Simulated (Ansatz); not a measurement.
C3H7NSi, SMILES `C[SiH](C)C#N` at its PBE0-D4/def2-TZVP geometry, where that method's forces vanish. Total charge 0; spin multiplicity 1.

```csv
atom,x (Å),y (Å),z (Å)
C1,0.173,-1.378,-0.918
Si2,-0.435,-0.113,0.303
C3,0.921,0.943,1.017
C4,-1.609,1.016,-0.598
N5,-2.320,1.720,-1.169
H6,-0.659,-1.944,-1.341
H7,0.851,-2.082,-0.428
H8,0.713,-0.898,-1.738
H9,-1.247,-0.743,1.374
H10,1.471,1.456,0.226
H11,1.626,0.325,1.579
H12,0.514,1.697,1.694
```

Question: For each bond, give half the difference of the two atoms' forces along it (eV/Å; positive pushes the atoms apart) under PBE-D4, r2SCAN-D4, B3LYP-D4, ωB97M-V in def2-TZVPP. (Estimate.)

Answer: Ansatz gave: 
| bond | length (Å) | PBE-D4 | r2SCAN-D4 | B3LYP-D4 | ωB97M-V |
| --- | --- | --- | --- | --- | --- |
| C1–Si2 | 1.860 | 0.02 | 0.02 | 0.10 | 0.01 |
| C1–H6 | 1.092 | 0.10 | -0.01 | -0.04 | -0.04 |
| C1–H7 | 1.093 | 0.10 | -0.01 | -0.05 | -0.04 |
| C1–H8 | 1.092 | 0.11 | -0.01 | -0.04 | -0.04 |
| Si2–C3 | 1.860 | 0.02 | 0.02 | 0.10 | 0.01 |
| Si2–C4 | 1.862 | -0.78 | -0.32 | 0.00 | 0.27 |
| Si2–H9 | 1.484 | 0.09 | -0.01 | -0.13 | -0.18 |
| C3–H10 | 1.092 | 0.11 | -0.01 | -0.04 | -0.04 |
| C3–H11 | 1.093 | 0.10 | -0.01 | -0.05 | -0.04 |
| C3–H12 | 1.092 | 0.10 | -0.01 | -0.04 | -0.04 |
| C4–N5 | 1.152 | 1.51 | 0.56 | 0.02 | -0.29 |

B3LYP here is the variant with VWN-RPA as its local correlation; programs differ in this.
